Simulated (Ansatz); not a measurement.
`BCN[SiH3]` + `[NH2][GeH3]` → `BC[NH][GeH3]` + `N[SiH3]`  (substitution at a C–N bond)

Isolated molecules relaxed with PBE0-D4/def2-TZVP in Ansatz; ΔE leaves out vibrations. CCSD(T)/CBS is the MP2 limit (def2-TZVPP, def2-QZVPP) plus CCSD(T) − MP2 in def2-TZVPP, frozen cores. This one scheme is used for every species. DFT in def2-TZVPP. For Ge outer-core shells are correlated without core-valence functions, which leaves a few kJ/mol of doubt a bond. Scalar relativity is left out up to krypton. Each species was taken in one conformer, which may not be the lowest.

`BCN[SiH3]`:

Z-matrix (Å, degrees):
```
C
N 1 1.443
B 1 1.545 2 118.2
H 1 1.112 2 112.6 3 -120.0
H 1 1.103 2 111.3 3 125.4
Si 2 1.713 1 124.6 3 177.4
H 2 1.006 1 114.5 3 10.6
H 3 1.196 1 118.7 2 176.4
H 3 1.200 1 121.8 2 -5.5
H 6 1.486 2 107.3 1 178.2
H 6 1.490 2 110.5 1 58.0
H 6 1.494 2 113.5 1 -61.3
```

`[NH2][GeH3]`:

```xyz
7

N    -0.418   -0.719    0.812
Ge    0.304    0.277   -0.561
H    -0.004   -0.526    1.714
H    -1.420   -0.620    0.900
H    -0.397   -0.172   -1.852
H     0.129    1.807   -0.406
H     1.805   -0.046   -0.606
```

`BC[NH][GeH3]`:

Cartesian coordinates in Å:
```
B -1.209 0.864 -1.591
C -0.067 0.563 -0.664
N -0.173 0.239 0.695
Ge 1.054 -0.840 1.545
H -0.961 1.246 -2.696
H -2.327 0.593 -1.254
H 0.944 0.845 -0.959
H -0.300 -0.359 -1.422
H -1.125 0.192 1.024
H 0.705 -0.821 3.039
H 1.022 -2.288 1.009
H 2.438 -0.233 1.272
```

`N[SiH3]`:

Cartesian coordinates in Å:
```
N -0.139 0.805 0.686
Si 0.035 -0.431 -0.498
H 0.673 1.312 1.000
H -0.795 0.683 1.440
H 0.841 0.121 -1.618
H 0.709 -1.684 -0.041
H -1.323 -0.806 -0.969
```

| level | ΔE (kcal/mol) |
| --- | --- |
| LDA (SPW92) | -3.3 |
| r2SCAN-D4 | 0.3 |
| ωB97M-V | 1.8 |
| revPBE | 0.2 |
| BLYP | 1.2 |
| r2SCANh | 0.7 |
| MP2/def2-TZVPP | 1.8 |
| MP2/CBS(def2) | 1.6 |

(1) What does CCSD(T)/CBS give? (Best estimate.)

(2) What do rigid-rotor, harmonic-oscillator terms from PBE0-D4/def2-TZVP frequencies (298.15 K, 1 bar) make of the CCSD(T)/CBS value? (Estimate.)

Largest T1 diagnostic among the species: 0.012.

Answers

(1) Ansatz gave: +2.0 kcal/mol. The listed levels differ from it by -5.3, -1.7, -0.2, -1.8, -0.8, -1.3, -0.2, -0.4 kcal/mol.

(2) Ansatz gave: ΔZPE = -0.2 kcal/mol, ΔH = +1.4 kcal/mol, ΔS = -14 J/(mol·K), ΔG = +2.5 kcal/mol.

From BLYP to BHLYP (50 % exact exchange), in def2-TZVPP and without D4, ΔE moves by +2.5 kcal/mol. Leaving LDA and LC-ωPBE aside and taking each functional with its dispersion term where it has one, the values, not all of them listed here, spread over 4.3 kcal/mol, from PBE-D4 to BHLYP-D4. LDA lies −2.6 kcal/mol from PBE without D4. In def2-TZVPP, CCSD(T) changes the Hartree–Fock value by −5.0 kcal/mol (the triples alone add −1.0 kcal/mol) and MP2 by −5.3 kcal/mol.
